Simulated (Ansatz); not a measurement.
```yaml
crystal:
  periodic: [false, false, false]
  atoms:
    - {symbol: C, position_ang: [1.191223, 0.155887, -1.040349]}
    - {symbol: C, position_ang: [0.824851, -0.723123, 0.151476]}
    - {symbol: Si, position_ang: [-0.782598, -0.254443, 0.934486]}
    - {symbol: F, position_ang: [-1.062484, -1.205139, 2.181311]}
    - {symbol: C, position_ang: [-2.064589, 0.743666, 0.264003]}
    - {symbol: N, position_ang: [-1.304578, 1.418454, 1.063339]}
    - {symbol: H, position_ang: [1.256867, 1.207341, -0.754098]}
    - {symbol: H, position_ang: [2.155737, -0.138412, -1.459119]}
    - {symbol: H, position_ang: [0.446477, 0.080160, -1.835682]}
    - {symbol: H, position_ang: [1.592000, -0.666072, 0.931912]}
    - {symbol: H, position_ang: [0.771592, -1.778300, -0.135530]}
    - {symbol: H, position_ang: [-2.947397, 1.104882, -0.267851]}
basis:
  gaussian: {orbitals: LANL2DZ}
magnetization: {spin_polarized: true, initial_magnetization: 0}
hamiltonian: {xc: {name: B3LYP}, dispersion: d3bj}
```

```sh
$ ansatz run in.yaml --threads 4 --pin off --events-out ev --progress --plain --max-ram 10444MiB
```

How does Ansatz answer? (Estimate.)

Ansatz gave: The input was rejected before any iteration.
```
Error: <dir> can't be read: No such file or directory (os error 2)
```

B3LYP here is the variant with VWN-RPA as its local correlation; programs differ in this.
